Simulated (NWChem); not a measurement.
Species: BeGeH3I; SMILES [GeH3][Be][I]

Program: NWChem. Geometry: optimised at PBE0/def2-SVP. def2 effective core potentials on I; no spin-orbit coupling.

For level LRC-wPBEh/def2-SVP:

```yaml
highest occupied level (eV): -9.99
orbital gap (eV): 10.10
dipole (D): 0.20
```

Q: How do the values read with level B3LYP/def2-SVP instead?

A: 
| Item | Value |
|---|---|
| highest occupied level (eV) | -7.87 |
| orbital gap (eV) | 6.30 |
| dipole (D) | 0.38 |
